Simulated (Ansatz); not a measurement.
Reaction (cleavage of the Si–Si bond): `[SiH3][SiH2][SiH2][SiH3]` + NH₃ → `N[SiH2][SiH2][SiH3]` + SiH₄

Isolated molecules relaxed with PBE0-D4/def2-TZVP in Ansatz; ΔE leaves out vibrations. CBS: MP2 limit from def2 TZ/QZ plus the TZ coupled-cluster correction, frozen cores. This one scheme is used for every species. Each species was taken in one conformer, which may not be the lowest.

| species | CCSD(T)/CBS(def2) energy (Eh) |
| --- | --- |
| `[SiH3][SiH2][SiH2][SiH3]` | -1162.31008 |
| NH₃ | -56.50880 |
| `N[SiH2][SiH2][SiH3]` | -927.36617 |
| SiH₄ | -291.46306 |

Problem. Work out ΔE.

Solution. ΔE = (-927.36617) + (-291.46306) − (-1162.31008) − (-56.50880) = -0.01035 Eh = -6.5 kcal/mol.

Largest T1 diagnostic among the species: 0.014.

The D4 term adds +1.5 kcal/mol with B3LYP and +0.9 kcal/mol with PBE0; it sums over pairs of atoms, weighted by their polarisabilities, and B3LYP, whose exchange is more repulsive, gets the larger term. From PBE to PBE0 (25 % exact exchange), in def2-TZVPP and without D4, ΔE moves by −1.1 kcal/mol.

B3LYP here is the variant with VWN-RPA as its local correlation; programs differ in this.
